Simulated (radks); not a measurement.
Eu2+, 61 electrons, occupied as [Xe] 4f7 (the NIST ground configuration). All-electron calculation, Dirac Kohn-Sham, relativistic LDA (MacDonald-Vosko exchange, VWN5 correlation), spin-unpolarised, spherical densities, finite nucleus; open shells fill j = l - 1/2 first; Fermi nuclear charge, rms radius 5.1115 fm. Program: a radial shooting solver on a logarithmic mesh with Libxc functionals. Some entries of the table are withheld. Estimate them.

| orbital | occ. | eigenvalue (eV) | r(max) (bohr) | <r> (bohr) |
|---|---|---|---|---|
| 1s1/2 | 2 | -48017.23 | 0.01426 | 0.02241 |
| 2s1/2 | 2 | -7903.119 | 0.08102 | (1) |
| 2p1/2 | 2 | -7507.734 | 0.06124 | 0.07929 |
| 2p3/2 | 4 | -6866.886 | 0.06695 | 0.08599 |
| 3s1/2 | 2 | -1749.576 | 0.2299 | 0.2500 |
| 3p1/2 | 2 | -1577.039 | 0.2167 | 0.2394 |
| 3p3/2 | 4 | -1446.336 | 0.2289 | 0.2523 |
| 3d3/2 | 4 | -1145.061 | 0.1818 | 0.2239 |
| 3d5/2 | 6 | -1116.464 | 0.1853 | 0.2279 |
| 4s1/2 | 2 | -357.3055 | (2) | (3) |
| 4p1/2 | 2 | -290.4486 | 0.5335 | 0.5803 |
| 4p3/2 | 4 | -261.4488 | 0.5597 | 0.6099 |
| 4d3/2 | 4 | (4) | 0.5689 | 0.6492 |
| 4d5/2 | 6 | (5) | 0.5775 | 0.6598 |
| 5s1/2 | 2 | -58.1141 | 1.235 | 1.382 |
| 5p1/2 | 2 | (6) | 1.351 | 1.555 |
| 5p3/2 | 4 | (7) | 1.430 | 1.650 |
| 4f5/2 | 6 | -16.7160 | (8) | 0.9468 |
| 4f7/2 | 1 | -16.0949 | (9) | 0.9634 |

Answer. 
(1) 2s1/2 <r> (bohr): 0.09492
(2) 4s1/2 r(max) (bohr): 0.5289
(3) 4s1/2 <r> (bohr): 0.5676
(4) 4d3/2 eigenvalue (eV): -150.7581
(5) 4d5/2 eigenvalue (eV): -145.5358
(6) 5p1/2 eigenvalue (eV): -40.0507
(7) 5p3/2 eigenvalue (eV): -36.2001
(8) 4f5/2 r(max) (bohr): 0.5896
(9) 4f7/2 r(max) (bohr): 0.5949
